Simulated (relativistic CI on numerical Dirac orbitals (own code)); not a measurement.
## Crystal-field levels of Pm²⁺, 4f5

Calculated by Dirac-Coulomb-Breit CI, orbitals from a KLI potential per configuration, model QED (radiative potential, 1s self-energy scaled to tabulated hydrogen-like ionisation energies), valence Slater integrals scaled by 0.7, one configuration in a parametric crystal field (own radial code).

Field parameters in Wybourne normalisation. The field is a parameter set, without covalency.

S and J are read from ⟨S²⟩ = S(S + 1) and ⟨J²⟩ = J(J + 1) of each level; they are not fictitious spins.

C2v, B20 = 430, B22 = 40, B40 = 590, B42 = -200, B44 = -30, B60 = 200, B62 = -70, B64 = 280, B66 = 370 cm⁻¹, the lowest 10 levels:

```tsv
E (cm⁻¹)	Degeneracy	S	J
0.0	2	2.46	2.51
30.4	2	2.46	2.51
148	2	2.46	2.54
802	2	2.47	3.50
855	2	2.47	3.50
900	2	2.47	3.49
982	2	2.47	3.51
1747	2	2.48	4.50
1779	2	2.48	4.50
1828	2	2.48	4.50
```

Principal g values of the ground doublet: 0.14, 0.40, 1.27.

D4h, B20 = -740, B40 = -740, B44 = -840, B60 = 270, B64 = -500 cm⁻¹, the lowest 16 levels:

```
E (cm⁻¹)  Degeneracy  Irrep     S     J
     0.0           2     Γ7  2.46  2.55
     258           2     Γ7  2.46  2.55
     287           2     Γ6  2.46  2.53
     866           2     Γ6  2.47  3.54
     978           2     Γ7  2.47  3.47
    1102           2     Γ6  2.47  3.53
    1138           2     Γ7  2.47  3.49
    1813           2     Γ6  2.48  4.53
    1920           2     Γ6  2.48  4.47
    1959           2     Γ7  2.48  4.50
    2051           2     Γ6  2.48  4.52
    2091           2     Γ7  2.48  4.50
    2806           2     Γ7  2.48  5.52
    2931           2     Γ6  2.48  5.46
    3019           2     Γ6  2.48  5.48
    3032           2     Γ7  2.48  5.50
```

Principal g values of the ground doublet: 0.21, 0.21, 0.87.

The next free-ion level lies 816 cm⁻¹ above the lowest; the field splits the ground level into components whose J stays near 5/2 as long as their spread is small against that gap.

Levels of this model without a field, named by their leading LS term (the scale mimics covalency, so terms lie below those of the real free ion): ⁶H°5/2 0, ⁶H°7/2 816, ⁶H°9/2 1762, ⁶H°11/2 2791, ⁶H°13/2 3872, ⁶F°1/2 4972, ⁶H°15/2 4975, ⁶F°3/2 5142 cm⁻¹.
